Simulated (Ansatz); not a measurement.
Ansatz (an electronic-structure program) input:

Ansatz 0.2 input:
```yaml
crystal:
  periodic: [false, false, false]
  atoms:
    - {symbol: C, position_ang: [-1.82147235, -0.16160194, -0.53081144]}
    - {symbol: B, position_ang: [-0.32083840, -0.03177734, -0.09359167]}
    - {symbol: S, position_ang: [0.48337099, 1.56351326, 0.18369679]}
    - {symbol: S, position_ang: [0.63554115, -1.54406018, 0.14012703]}
    - {symbol: H, position_ang: [-2.14879675, -1.19477389, -0.65448452]}
    - {symbol: H, position_ang: [-1.98952394, 0.35969518, -1.47758576]}
    - {symbol: H, position_ang: [-2.47603883, 0.31226249, 0.20632414]}
    - {symbol: H, position_ang: [-0.57154289, 2.34752961, -0.09900439]}
    - {symbol: H, position_ang: [1.81633415, -1.00746428, 0.49639643]}
basis:
  gaussian:
    orbitals: def2-TZVPD
hamiltonian:
  xc: {name: CAM-B3LYP}
output: {forces: true}
```

Problem. Predict the final energy.

Solution. -862.44419 Eh (CAM-B3LYP/def2-TZVPD). The basis has 211 functions.
